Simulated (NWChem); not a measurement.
CH3ClMg; SMILES [CH3][Mg][Cl]

Computed with NWChem. Pople sets run with spherical d functions. STO-3G and 3-21G are far too small for this property and stand as cheap habits. Structure relaxed at the PBE-D3(BJ)/def2-SVP level. Field at 589 nm.

```tsv
level	isotropic polarisability (bohr³)	anisotropy (bohr³)
B3LYP/STO-3G	19.1	26.9
B3LYP/6-31G*	47.8	30.1
B3LYP/def2-SVP	47.6	24.5
B3LYP/def2-SVPD	58.0	29.0
B3LYP/aug-cc-pVDZ	58.5	31.6
B3LYP/def2-TZVPD	[?]	[?]
```

Question: Some entries are withheld; supply them.

Answer: 
- B3LYP/def2-TZVPD, isotropic polarisability (bohr³): 59.6
- B3LYP/def2-TZVPD, anisotropy (bohr³): 30.8
